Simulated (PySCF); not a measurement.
Gas-phase reaction: 4 Ga(CH3)3 = 4 GaH3 + 3 C4H8 (isobutene), at 600 K and a standard pressure of 1 bar. Level: B3LYP/6-31G*.

Computed with PySCF and rigid-rotor harmonic-oscillator thermochemistry at 1 bar. 6-31G* has spherical d functions here. All species are closed-shell singlets. B3LYP is the form with VWN-RPA correlation. Ga: all electrons, no relativistic terms. Methyl groups turn as free rotors in Ga(CH3)3. GaH3: computed as isolated molecules; such fragments, hydroxides, amides, oligomers or adducts are transient or little studied in the gas. The harmonic model lacks anharmonicity and excited electronic states, which grow with temperature; levels with a mode under 35 cm⁻¹ are left out. Internal rotation in C4H8 (isobutene) is treated as a harmonic vibration of one conformer, which makes the entropy rough.

```csv
species,E (Ha),H(600 K) − E (kJ/mol),S°(600 K) (J/mol/K)
Ga(CH3)3,-2044.27117,344.8,451.0
GaH3,-1926.29814,74.0,253.7
C4H8 (isobutene),-157.22430,336.7,368.9
```
E: electronic energy; H − E holds the zero-point and thermal terms. 1 Ha = 2625.5 kJ/mol.

### Question
Work out ΔH°, ΔS°, ΔG° and log10 K from these numbers.

### Answer
1. ΔE = 4×(-1926.29814) + 3×(-157.22430) − 4×(-2044.27117) = 0.21922 Ha = 575.6 kJ.
2. Δ(H − E) = 4×(74.0) + 3×(336.7) − 4×(344.8) = -73.1 kJ, so ΔH° = 502.5 kJ.
3. ΔS° = 4×(253.7) + 3×(368.9) − 4×(451.0) = 317.5 J/K; the number of gas molecules changes by +3.
4. ΔG° = ΔH° − TΔS° = 502.5 − 600×(317.5)/1000 = 312.0 kJ.
5. log10 K = −ΔG°/(RT ln 10) = -27.15, with RT ln 10 = 11.49 kJ/mol; at standard pressures the reactants are favoured.
6. A shift of 10 kJ in ΔE would move log10 K by 0.87 here.
For scale, ΔH°(298 K) is 502 kJ at this level, 572 kJ at ωB97M-V/def2-TZVP†, and runs from 418 to 661 kJ over the 18 levels computed († marks an energy on the PBE0/def2-TZVP geometry).
